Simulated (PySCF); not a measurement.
Atomic charges against the basis set

Compound: CH8BOPSi.
Bonds: B1–P2, P2–Si3, Si3–O4, O4–C5. Hydrogens: H6, H7 on B1; H8 on P2; H9, H10 on Si3; H11, H12, H13 on C5.

PBE0 throughout (PySCF), one geometry, spherical d and f functions. One conformer (not necessarily the lowest) at the PBE0-D3(BJ)/def2-SVP geometry, without solvent, vibrations or thermal averaging. Atoms taken as equivalent share a column and are averaged. The first 7 of 9 kinds of atom are listed.

Mulliken charges (e):

```csv
basis,functions,B1,P2,Si3,O4,C5,H6/H7,H8
STO-3G,41,-0.050,+0.117,+0.604,-0.366,-0.131,-0.050,-0.056
6-31G,69,-0.084,-0.122,+0.854,-0.728,-0.206,+0.013,-0.003
pcSseg-0,69,-0.089,-0.443,+0.863,-0.844,-0.292,+0.080,+0.120
6-31G*,94,-0.091,-0.181,+0.647,-0.567,-0.258,+0.030,+0.039
cc-pVDZ,118,-0.068,-0.094,+0.440,-0.424,+0.078,+0.009,+0.040
def2-SVP,118,-0.042,-0.161,+0.554,-0.504,+0.129,+0.012,+0.031
aug-cc-pVDZ,195,-1.263,-0.644,+0.196,-0.810,+0.902,+0.668,+0.378
"6-311+G(2d,p)",199,-0.178,+0.017,+0.570,-0.545,-0.275,+0.015,+0.057
def2-TZVP,215,-0.091,-0.133,+0.315,-0.334,-0.215,+0.033,+0.076
cc-pVTZ,270,-0.142,-0.058,+0.319,-0.305,-0.099,+0.038,+0.040
IGLO-III,273,+0.022,-0.053,+0.819,-0.425,-0.272,-0.042,-0.046
pcSseg-2,306,+0.030,-0.108,+0.693,-0.550,+0.140,-0.024,+0.003
```

IAO charges (e):

```tsv
basis	functions	B1	P2	Si3	O4	C5	H6/H7	H8
STO-3G	41	-0.182	+0.094	+0.713	-0.453	-0.261	-0.002	-0.025
6-31G	69	-0.218	+0.010	+0.694	-0.584	-0.232	+0.035	+0.025
pcSseg-0	69	-0.227	-0.012	+0.701	-0.576	-0.214	+0.036	+0.039
6-31G*	94	-0.208	+0.016	+0.824	-0.622	-0.194	+0.028	+0.001
cc-pVDZ	118	-0.227	+0.021	+0.816	-0.618	-0.192	+0.032	+0.007
def2-SVP	118	-0.222	+0.025	+0.830	-0.616	-0.184	+0.028	+0.003
aug-cc-pVDZ	195	-0.226	+0.017	+0.820	-0.632	-0.200	+0.033	+0.009
6-311+G(2d,p)	199	-0.231	+0.026	+0.848	-0.642	-0.203	+0.033	+0.003
def2-TZVP	215	-0.232	+0.024	+0.861	-0.643	-0.200	+0.033	+0.002
cc-pVTZ	270	-0.230	+0.018	+0.848	-0.638	-0.202	+0.033	+0.005
IGLO-III	273	-0.234	+0.027	+0.856	-0.644	-0.203	+0.033	+0.003
pcSseg-2	306	-0.230	+0.024	+0.856	-0.642	-0.201	+0.033	+0.002
```

Hirshfeld charges (e):

```
        basis  functions      B1      P2     Si3      O4      C5   H6/H7      H8
       STO-3G         41  +0.047  +0.053  +0.422  -0.235  +0.038  -0.078  -0.023
        6-31G         69  +0.056  -0.026  +0.350  -0.261  -0.011  -0.048  +0.006
     pcSseg-0         69  +0.046  -0.004  +0.380  -0.243  -0.021  -0.057  +0.001
       6-31G*         94  +0.063  -0.034  +0.327  -0.231  -0.011  -0.047  +0.007
      cc-pVDZ        118  +0.053  -0.008  +0.341  -0.211  -0.029  -0.053  +0.002
     def2-SVP        118  +0.049  +0.001  +0.347  -0.217  -0.030  -0.055  +0.001
  aug-cc-pVDZ        195  +0.053  -0.011  +0.353  -0.235  -0.039  -0.051  +0.002
6-311+G(2d,p)        199  +0.055  -0.011  +0.351  -0.236  -0.032  -0.052  +0.001
    def2-TZVP        215  +0.054  -0.012  +0.346  -0.229  -0.035  -0.052  +0.003
      cc-pVTZ        270  +0.053  -0.012  +0.345  -0.223  -0.036  -0.052  +0.002
     IGLO-III        273  +0.050  +0.001  +0.347  -0.231  -0.040  -0.054  +0.002
     pcSseg-2        306  +0.053  -0.012  +0.355  -0.234  -0.040  -0.051  +0.002
```

Some averages cover members that differ in this geometry, most widely: H6/H7, Mulliken in aug-cc-pVDZ +0.620 to +0.715 e.

Q: Which scheme is steadiest as the basis changes?

A: Largest range over the bases for any column: Hirshfeld 0.10 e, IAO 0.19 e, Mulliken 1.29 e. Hirshfeld charges move least and Mulliken charges most, counted in e. Without the minimal STO-3G basis the ranges are Hirshfeld 0.05, IAO 0.17, Mulliken 1.29 e.

Q: How much do the charges still move between the two largest bases, IGLO-III and pcSseg-2?

A: At most, over all atoms: Mulliken 0.413 e, IAO 0.004 e, Hirshfeld 0.013 e.

Q: What do the same runs give for the total energy, the frontier levels and the dipole moment?

A: 
```
        basis  energy (Eh)  HOMO (eV)  LUMO (eV)  μ (D)
       STO-3G    -764.3917      -4.18       2.03   2.11
        6-31G    -773.2643      -7.24      -1.43   2.65
     pcSseg-0    -772.3288      -7.48      -1.74   2.84
       6-31G*    -773.3788      -7.23      -1.41   1.99
      cc-pVDZ    -773.4212      -7.29      -1.59   1.76
     def2-SVP    -773.1174      -7.32      -1.62   1.90
  aug-cc-pVDZ    -773.4361      -7.37      -1.74   1.68
6-311+G(2d,p)    -773.4867      -7.38      -1.76   1.74
    def2-TZVP    -773.5035      -7.37      -1.73   1.68
      cc-pVTZ    -773.5032      -7.37      -1.71   1.67
     IGLO-III    -773.5054      -7.36      -1.72   1.66
     pcSseg-2    -773.5166      -7.39      -1.76   1.79
```

The dipole is fixed by the density alone, so its range of 1.18 D shows that the density itself changes with the basis, not only its division among atoms.
